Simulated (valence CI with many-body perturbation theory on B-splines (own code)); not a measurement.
## Energy levels of Au²⁹⁺

Level of theory: relativistic CI+MBPT: four valence electrons over a frozen Dirac-Fock core [Kr] 4d10, radial functions for each j: 7 s, 7 p, 7 d, 7 f, 4 g, 2 h, with the one-electron correlation potential Σ1 (screened to all orders), the two-electron term Σ2, the three-electron term Σ3, Breit, model QED; selected single and double excitations, second order for the rest, scaled by the run's own slope (own B-spline code, finite nucleus).

The last digits are not significant, and no measured levels were compared; by estimate large intervals hold to a few tenths of a per cent, small ones and those within an open d or f shell to about a per cent. Excitations out of the core, of the other parity, are not computed and may begin above about 185 eV (a cautious bound); beyond it only levels of the ground parity were kept, without lifetimes.

Levels 136 to 180 of 191, with energies above the lowest level, (4f5/2^4) J=4. "Leading %" is the weight of the configuration and term that name the level; weights of strongly mixed levels are sums over their largest components and can fall short. In the jj column 3d3/2^4 stands for four electrons in 3d with j = 3/2. Lifetimes count E1, E2, E3, M1 and M2 decay at the calculated energies, and are blank where another channel may lead or the interval is too uncertain; long ones can be off by a factor of two.

```csv
No.,Configuration,Term,J,E (eV),Leading %,Lifetime,Leading jj,g
136,4f3 5s,5D°,1,174.93,46,496 ns,4f5/2^2 4f7/2 5s (86 %),1.355
137,4f3 5s,1H°,5,175.11,42,709 ns,4f5/2^2 4f7/2 5s (52 %),1.034
138,4f3 5s,3F°,4,175.26,47,730 ns,4f5/2 4f7/2^2 5s (70 %),1.068
139,4f3 5s,5D°,3,175.55,42,601 ns,4f5/2^2 4f7/2 5s (90 %),1.302
140,4f3 5s,3D°,1,175.79,51,462 ns,4f5/2^2 4f7/2 5s (73 %),0.873
141,4f3 5s,5G°,5,175.88,56,635 ns,4f5/2 4f7/2^2 5s (76 %),1.180
142,4f3 5s,3G°,4,176.00,36,789 ns,4f5/2 4f7/2^2 5s (84 %),1.125
143,4f3 5s,3D°,2,176.11,42,507 ns,4f5/2^2 4f7/2 5s (61 %),1.121
144,4f3 5s,3L°,8,176.28,32,907 ns,4f5/2^2 4f7/2 5s (54 %),1.096
145,4f3 5s,3G°,3,176.49,48,502 ns,4f5/2 4f7/2^2 5s (93 %),0.934
146,4f3 5s,3L°,7,176.82,54,614 ns,4f5/2^2 4f7/2 5s (39 %),0.983
147,4f3 5s,3G°,4,177.01,67,411 ns,4f5/2 4f7/2^2 5s (66 %),1.012
148,4f3 5s,3H°,6,177.21,73,484 ns,4f5/2^2 4f7/2 5s (45 %),1.134
149,4f3 5s,1H°,5,177.58,36,484 ns,4f5/2 4f7/2^2 5s (50 %),0.952
150,4f3 5s,3D°,2,177.82,31,431 ns,4f5/2 4f7/2^2 5s (50 %),1.260
151,4f3 5s,3D°,1,177.93,44,529 ns,4f5/2 4f7/2^2 5s (78 %),1.072
152,4f3 5s,3D°,3,178.44,72,503 ns,4f5/2 4f7/2^2 5s (93 %),1.311
153,4f3 5s,5G°,6,179.07,49,673 ns,4f5/2 4f7/2^2 5s (77 %),1.180
154,4f3 5s,1D°,2,179.13,44,558 ns,4f5/2 4f7/2^2 5s (88 %),1.061
155,4f3 5s,3P°,0,179.55,53,481 ns,4f5/2 4f7/2^2 5s (96 %),
156,4f3 5s,3H°,5,179.60,29,558 ns,4f5/2 4f7/2^2 5s (44 %),1.138
157,4f3 5s,3H°,4,179.92,53,413 ns,4f5/2 4f7/2^2 5s (67 %),1.000
158,4f3 5s,5D°,4,180.01,79,593 ns,4f5/2 4f7/2^2 5s (68 %),1.407
159,4f3 5s,3G°,5,180.18,54,399 ns,4f5/2 4f7/2^2 5s (88 %),1.069
160,4f3 5s,3D°,1,180.33,30,318 ns,4f5/2 4f7/2^2 5s (91 %),1.090
161,4f3 5s,3I°,7,180.66,91,753 ns,4f5/2 4f7/2^2 5s (96 %),1.128
162,4f3 5s,3D°,2,181.12,38,541 ns,4f5/2 4f7/2^2 5s (82 %),1.254
163,4f3 5s,3L°,9,181.18,100,776 ns,4f5/2 4f7/2^2 5s (100 %),1.108
164,4f3 5s,1I°,6,181.30,59,479 ns,4f5/2 4f7/2^2 5s (92 %),1.003
165,4f3 5s,3L°,8,181.38,62,661 ns,4f5/2 4f7/2^2 5s (62 %),1.056
166,4f3 5s,3D°,1,181.49,68,353 ns,4f5/2 4f7/2^2 5s (79 %),0.758
167,4f3 5s,3D°,3,181.79,66,267 ns,4f5/2 4f7/2^2 5s (64 %),1.296
168,4f3 5s,3G°,5,182.02,43,462 ns,4f7/2^3 5s (64 %),1.137
169,4f3 5s,1K°,7,182.06,36,423 ns,4f7/2^3 5s (68 %),0.978
170,4f3 5s,1L°,8,182.21,78,427 ns,4f5/2 4f7/2^2 5s (76 %),1.023
171,4f3 5s,1G°,4,182.53,30,402 ns,4f7/2^3 5s (80 %),1.009
172,4f3 5s,3F°,3,182.76,41,262 ns,4f5/2 4f7/2^2 5s (90 %),1.189
173,4f3 5s,3F°,2,182.95,51,285 ns,4f5/2 4f7/2^2 5s (90 %),0.865
174,4f3 5s,3D°,2,184.82,38,371 ns,4f7/2^3 5s (82 %),1.239
175,4f3 5s,3H°,6,184.97,59,353 ns,4f7/2^3 5s (73 %),1.142
176,4f3 5s,3D°,1,185.00,57,325 ns,4f7/2^3 5s (85 %),0.804
177,4f3 5p,5K,5,211.50,53,,4f5/2^3 5p1/2 (90 %),0.763
178,4f3 5p,3H,4,212.93,44,,4f5/2^3 5p1/2 (87 %),0.776
179,4f3 5p,5K,6,216.22,54,,4f5/2^2 4f7/2 5p1/2 (96 %),0.944
180,4f3 5p,5I,5,216.79,34,,4f5/2^2 4f7/2 5p1/2 (94 %),0.990
```

Where two levels of one J and parity lie close, their mixing, g and order are uncertain.
